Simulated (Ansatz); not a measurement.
`[F][Cd][SH]` + HCl → `[F][Cd][Cl]` + H₂S at 600 K and 1 bar (ligand exchange at a Cd–S bond).

Computed with Ansatz on PBE0-D4/def2-TZVP structures; ΔE is electronic, products minus reactants. CCSD(T)/CBS adds triple-zeta CCSD(T) − MP2 to the extrapolated MP2 energy (def2 sets, frozen cores). This one scheme is used for every species. Elements past krypton have def2 core potentials. For Cd outer-core shells are correlated without core-valence functions, which leaves a few kJ/mol of doubt a bond. One conformer a species, not always the lowest.

| species | CCSD(T)/CBS energy (Eh) | H − E (kJ/mol) | S (J/(mol·K)) |
| --- | --- | --- | --- |
| `[F][Cd][SH]` | -665.92675 | 63.3 | 352.0 |
| HCl | -460.38127 | 35.4 | 207.2 |
| `[F][Cd][Cl]` | -727.34376 | 38.6 | 321.6 |
| H₂S | -398.97279 | 60.8 | 230.9 |

H − E and S are ideal-gas, rigid-rotor, harmonic terms from PBE0-D4/def2-TZVP, for one conformer and one mirror image of each species. 1 Eh = 2625.50 kJ/mol, R = 8.31446 J/(mol·K).

**Question.** By hand: ΔE, ΔH, ΔS and ΔG.

**Answer.** ΔE = (-727.34376) + (-398.97279) − (-665.92675) − (-460.38127) = -0.00853 Eh = -22.4 kJ/mol. Δ(H − E) = 38.6 + 60.8 − 63.3 − 35.4 = 0.7, so ΔH = -21.7 kJ/mol. ΔS = 321.6 + 230.9 − 352.0 − 207.2 = -6.7 J/(mol·K). ΔG = -21.7 − 600 × (-6.7)/1000 = -17.7 kJ/mol.

**Question.** By hand: the equilibrium constant, and the temperature at which ΔG would vanish if ΔH and ΔS stayed fixed.

**Answer.** log₁₀ K = −ΔG/(RT ln 10) = 1.5. ΔG = 0 at ΔH/ΔS = 3239 K, far beyond where these terms or the molecules hold.

The number of gas molecules stays the same, so ΔS is small and ΔH decides. A doubt of 5 kJ/mol in ΔE shifts log₁₀ K by 0.4 here. Other conformers and mirror images would add mixing entropy, several J/(mol·K) or more a flexible species. These are equilibria of isolated gas molecules and say nothing of rates. Largest T1 diagnostic: 0.016 (customary marks: 0.02 for closed shells, 0.045 for open ones).
